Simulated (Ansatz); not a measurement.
Ansatz (a quantum-chemistry and plane-wave program) input (PBE/def2-TZVPD):

Ansatz 0.2 input:
```yaml
crystal:
  periodic: [false, false, false]
  atoms:
    - {symbol: B, position_ang: [0.14414957, -0.00616732, -0.00768719]}
    - {symbol: H, position_ang: [-0.40731316, -1.05719127, -0.00044344]}
    - {symbol: H, position_ang: [-0.31343467, 1.08802789, 0.03887940]}
basis:
  gaussian:
    orbitals: def2-TZVPD
hamiltonian:
  xc: {name: PBE}
total_charge: 1
```

Output:

```
Functional definition: PBE
integrals: 0.00 GiB planned
267 factors; their error is unknown
mean field: 0.08 GiB planned
mean field evaluation 1: about -693.9242 eV, gradient 1.7e1 eV
mean field evaluation 2: about -694.7357 eV, gradient 9.4e0 eV
mean field evaluation 4: about -695.1075 eV, gradient 3.2e-1 eV
mean field evaluation 8: about -695.0938 eV, gradient 6.2e-4 eV
mean field -695.09381361 eV, -25.5442264988 hartree, gradient 4.9e-5 eV, S^2 0.000000; 0 other end points of the search recorded, 0 dependent functions left out
reference -695.09384008 eV, -25.5442274714 hartree; 3, 3 occupied and 52, 52 virtual orbitals, 267 factors
Total energy: -695.09384008 eV, -25.5442274714 hartree
```

This state (charge 1, singlet) is run at the relaxed geometry of the species with charge 0 and multiplicity 2.
